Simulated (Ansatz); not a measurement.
## Nudged elastic band run: C₂H₄AlN

input.yaml

```yaml
crystal:
  periodic: [false, false, false]
  atoms:
    - { symbol: C, position_ang: [-0.21729, 2.096081, 0.37142] }
    - { symbol: C, position_ang: [-0.07514, 0.793617, 0.137222] }
    - { symbol: "N", position_ang: [0.054773, -0.394988, -0.076641] }
    - { symbol: Al, position_ang: [0.244548, -2.148767, -0.392196] }
    - { symbol: H, position_ang: [-0.551484, 2.770214, -0.430461] }
    - { symbol: H, position_ang: [-0.002667, 2.506615, 1.368549] }
    - { symbol: H, position_ang: [-0.092627, -2.641724, -1.865341] }
    - { symbol: H, position_ang: [0.732086, -3.038346, 0.831648] }
basis:
  gaussian: { orbitals: def2-SVP }
hamiltonian:
  xc: pbe
  dispersion: d4
neb:
  order_check: false
  images: 9
  f_tol: 0.05
  max_iterations: 60
  spring: 0.1
  final_atoms:
    - { symbol: C, position_ang: [-0.24207746, 1.77742173, 0.2269993] }
    - { symbol: C, position_ang: [-0.25653945, 0.49546922, -0.06431491] }
    - { symbol: "N", position_ang: [-0.10310558, -0.71457094, -0.35939439] }
    - { symbol: Al, position_ang: [1.56640509, -2.08314857, -0.3844068] }
    - { symbol: H, position_ang: [0.09504531, 2.51511385, -0.52138323] }
    - { symbol: H, position_ang: [-0.58629926, 2.14382535, 1.20744212] }
    - { symbol: H, position_ang: [-0.93583098, -1.1857851, -0.75611675] }
    - { symbol: H, position_ang: [0.55460133, -3.00562353, 0.59537466] }
  initial_path:
    images:
      - { positions_ang: [[-0.21729, 2.096081, 0.37142], [-0.07514, 0.793617, 0.137222], [0.054773, -0.394988, -0.076641], [0.244548, -2.148767, -0.392196], [-0.551484, 2.770214, -0.430461], [-0.002667, 2.506615, 1.368549], [-0.092627, -2.641724, -1.865341], [0.732086, -3.038346, 0.831648]] }
      - { positions_ang: [[-0.21388514, 2.02657386, 0.32010036], [-0.07030207, 0.74472135, 0.19646415], [0.06719287, -0.44718613, 0.08768963], [0.28500592, -2.11552965, -0.42738914], [-0.49634226, 2.62912681, -0.53744762], [-0.07721994, 2.51821409, 1.26700901], [-0.11909376, -2.28288891, -1.59536869], [0.71684338, -3.13032941, 0.63314229]] }
      - { positions_ang: [[-0.21048028, 1.95706671, 0.26878073], [-0.06546414, 0.6958257, 0.25570631], [0.07961274, -0.49938427, 0.25202027], [0.32546385, -2.0822923, -0.46258227], [-0.44120052, 2.48803963, -0.64443425], [-0.15177289, 2.52981318, 1.16546902], [-0.14556052, -1.92405382, -1.32539639], [0.70160075, -3.22231283, 0.43463658]] }
      - { positions_ang: [[-0.20707541, 1.88755957, 0.21746109], [-0.06062621, 0.64693005, 0.31494846], [0.09203262, -0.5515824, 0.4163509], [0.36592177, -2.04905496, -0.49777541], [-0.38605878, 2.34695244, -0.75142087], [-0.22632583, 2.54141227, 1.06392903], [-0.17202728, -1.56521873, -1.05542408], [0.68635813, -3.31429624, 0.23613087]] }
      - { positions_ang: [[-0.20367055, 1.81805243, 0.16614145], [-0.05578828, 0.59803439, 0.37419062], [0.10445249, -0.60378053, 0.58068153], [0.4063797, -2.01581761, -0.53296854], [-0.33091704, 2.20586526, -0.85840749], [-0.30087878, 2.55301136, 0.96238904], [-0.19849403, -1.20638365, -0.78545178], [0.6711155, -3.40627966, 0.03762517]] }
      - { positions_ang: [[-0.20026569, 1.74854528, 0.11482182], [-0.05095035, 0.54913874, 0.43343277], [0.11687236, -0.65597866, 0.74501217], [0.44683762, -1.98258026, -0.56816168], [-0.2757753, 2.06477807, -0.96539412], [-0.37543172, 2.56461045, 0.86084905], [-0.22496079, -0.84754856, -0.51547947], [0.65587288, -3.49826307, -0.16088054]] }
      - { positions_ang: [[-0.20862804, 1.75432057, 0.13725731], [-0.09206817, 0.53840484, 0.33388324], [0.07287677, -0.66769712, 0.52413085], [0.67075111, -2.00269392, -0.5314107], [-0.20161118, 2.15484523, -0.87659194], [-0.41760523, 2.48045343, 0.93016767], [-0.36713483, -0.91519587, -0.56360693], [0.63561857, -3.39973516, -0.0096295]] }
      - { positions_ang: [[-0.2169904, 1.76009586, 0.15969281], [-0.13318599, 0.52767093, 0.2343337], [0.02888119, -0.67941558, 0.30324954], [0.89466461, -2.02280758, -0.49465973], [-0.12744705, 2.24491238, -0.78778976], [-0.45977874, 2.39629641, 0.99948628], [-0.50930887, -0.98284317, -0.61173438], [0.61536426, -3.30120726, 0.14162154]] }
      - { positions_ang: [[-0.22535275, 1.76587115, 0.18212831], [-0.17430381, 0.51693703, 0.13478416], [-0.0151144, -0.69113403, 0.08236823], [1.1185781, -2.04292125, -0.45790875], [-0.05328293, 2.33497954, -0.69898758], [-0.50195225, 2.31213939, 1.06880489], [-0.65148291, -1.05049048, -0.65986184], [0.59510995, -3.20267935, 0.29287258]] }
      - { positions_ang: [[-0.2337151, 1.77164644, 0.20456381], [-0.21542163, 0.50620313, 0.03523463], [-0.05910999, -0.70285249, -0.13851308], [1.34249159, -2.06303491, -0.42115777], [0.02088119, 2.42504669, -0.61018541], [-0.54412575, 2.22798237, 1.13812351], [-0.79365695, -1.11813779, -0.7079893], [0.57485564, -3.10415144, 0.44412362]] }
      - { positions_ang: [[-0.24207746, 1.77742173, 0.2269993], [-0.25653945, 0.49546922, -0.06431491], [-0.10310558, -0.71457094, -0.35939439], [1.56640509, -2.08314857, -0.3844068], [0.09504531, 2.51511385, -0.52138323], [-0.58629926, 2.14382535, 1.20744212], [-0.93583098, -1.1857851, -0.75611675], [0.55460133, -3.00562353, 0.59537466]] }
```

Launched with:

```bash
$ ansatz run input.yaml --threads 1 --pin off --max-ram 2048MiB --backend cpu --events-out ev --progress --plain --runs-dir out
```

Output, in part (warnings, iteration lines, the closing report on the highest movable image, with atoms numbered from 0):

```
NEB end point (image 0): max|allowed force component| = 1.329e-2 eV/Å (the criterion of neb.relax_end_points is 1.000e-2)
NEB end point (image 10): max|allowed force component| = 1.519e-2 eV/Å (the criterion of neb.relax_end_points is 1.000e-2)
NEB iter   1: max|band force component| = 2.814e1 eV/Å  barrier→ = 10.2406 eV  barrier← = 8.4129 eV  Δτ_max = 0.1951 Å  (371 SCF iters)
NEB iter   2: max|band force component| = 1.010e1 eV/Å  barrier→ = 3.5256 eV  barrier← = 1.6979 eV  Δτ_max = 0.1940 Å  (321 SCF iters)
NEB iter   3: max|band force component| = 6.113e0 eV/Å  barrier→ = 2.8475 eV  barrier← = 1.0198 eV  Δτ_max = 0.1959 Å  (311 SCF iters)
NEB iter   4: max|band force component| = 2.556e0 eV/Å  barrier→ = 2.8674 eV  barrier← = 1.0397 eV  Δτ_max = 0.2000 Å  (310 SCF iters)
NEB iter   5: max|band force component| = 1.643e0 eV/Å  barrier→ = 2.6516 eV  barrier← = 0.8239 eV  Δτ_max = 0.1036 Å  (288 SCF iters)
NEB iter   6: max|band force component| = 9.009e-1 eV/Å  barrier→ = 2.5965 eV  barrier← = 0.7688 eV  Δτ_max = 0.1000 Å  (270 SCF iters)
NEB iter   7: max|band force component| = 8.258e-1 eV/Å  barrier→ = 2.6020 eV  barrier← = 0.7743 eV  Δτ_max = 0.1019 Å  (272 SCF iters)
NEB iter   8: max|band force component| = 9.458e-1 eV/Å  barrier→ = 2.6333 eV  barrier← = 0.8056 eV  Δτ_max = 0.0503 Å  (273 SCF iters)
NEB iter   9: max|band force component| = 6.897e-1 eV/Å  barrier→ = 2.6383 eV  barrier← = 0.8106 eV  Δτ_max = 0.0504 Å  (276 SCF iters)
NEB iter  10: max|band force component| = 3.958e-1 eV/Å  barrier→ = 2.6203 eV  barrier← = 0.7926 eV  CI = image 6  Δτ_max = 0.0818 Å  (271 SCF iters)
NEB iter  11: max|band force component| = 2.499e-1 eV/Å  barrier→ = 2.6265 eV  barrier← = 0.7988 eV  CI = image 6  Δτ_max = 0.0518 Å  (277 SCF iters)
NEB iter  12: max|band force component| = 1.734e-1 eV/Å  barrier→ = 2.6227 eV  barrier← = 0.7950 eV  CI = image 6  Δτ_max = 0.0168 Å  (275 SCF iters)
NEB iter  13: max|band force component| = 1.253e-1 eV/Å  barrier→ = 2.6207 eV  barrier← = 0.7930 eV  CI = image 6  Δτ_max = 0.0159 Å  (275 SCF iters)
NEB iter  14: max|band force component| = 1.615e-1 eV/Å  barrier→ = 2.6198 eV  barrier← = 0.7921 eV  CI = image 6  Δτ_max = 0.0079 Å  (285 SCF iters)
NEB iter  15: max|band force component| = 6.021e-2 eV/Å  barrier→ = 2.6194 eV  barrier← = 0.7917 eV  CI = image 6  Δτ_max = 0.0158 Å  (265 SCF iters)
NEB iter  16: max|band force component| = 9.208e-2 eV/Å  barrier→ = 2.6187 eV  barrier← = 0.7910 eV  CI = image 6  Δτ_max = 0.0079 Å  (281 SCF iters)
NEB iter  17: max|band force component| = 6.536e-2 eV/Å  barrier→ = 2.6183 eV  barrier← = 0.7907 eV  CI = image 6  Δτ_max = 0.0079 Å  (273 SCF iters)
NEB iter  18: max|band force component| = 1.005e-1 eV/Å  barrier→ = 2.6181 eV  barrier← = 0.7905 eV  CI = image 6  Δτ_max = 0.0040 Å  (274 SCF iters)
NEB iter  19: max|band force component| = 3.691e-2 eV/Å  barrier→ = 2.6181 eV  barrier← = 0.7904 eV  CI = image 6  Δτ_max = 0.0000 Å  (534 SCF iters)
Total energy: -10209.71179604 eV, -375.1999881132 hartree
Atom 0 at    -0.202891     1.888569     0.249495 Å, force     0.001968     0.018158     0.011858 eV/Å
Atom 1 at    -0.046661     0.574133     0.189070 Å, force    -0.004819    -0.028441    -0.024098 eV/Å
Atom 2 at     0.078732    -0.647821     0.003083 Å, force    -0.002422     0.032509     0.010995 eV/Å
Atom 3 at     0.621008    -2.354897    -0.700219 Å, force     0.001089    -0.013393    -0.009085 eV/Å
Atom 4 at    -0.118569     2.508113    -0.660060 Å, force     0.000401    -0.004643     0.000674 eV/Å
Atom 5 at    -0.399498     2.393485     1.208432 Å, force    -0.001035    -0.002903     0.000416 eV/Å
Atom 6 at    -0.653837    -1.156714    -0.979220 Å, force     0.004490     0.000226     0.005526 eV/Å
Atom 7 at     0.813914    -3.262166     0.633620 Å, force     0.000329    -0.001512     0.003714 eV/Å
Dipole moment:    -0.023632     0.318643     0.020005 e Å
```

The forces met the threshold. Another band between the same ends (9 images) ends at a top of the same energy, where a vibrational analysis finds 1 clearly imaginary mode. The orbitals stay closed-shell, which can raise the energy where a bond breaks towards radicals; this wasn't checked here.

Final band (atoms are numbered from 1 in the order of the input):

```tsv
image	path coordinate (Å)	energy (eV)	Al4–H7 (Å)	N3–H7 (Å)
0	0.00	0.00	1.59	2.88
1	0.47	0.03	1.59	2.83
2	0.93	0.10	1.59	2.78
3	1.37	0.28	1.58	2.62
4	1.81	0.87	1.58	2.26
5	2.25	1.88	1.62	1.81
6	2.69	2.62	1.77	1.33
7	3.07	2.25	2.09	1.08
8	3.43	1.98	2.39	1.04
9	3.79	1.86	2.57	1.04
10	4.17	1.83	2.68	1.04
```

Time of the run: 9.3 min on 1 thread of Arm Neoverse N1 (shared host), peak memory 0.12 GiB.
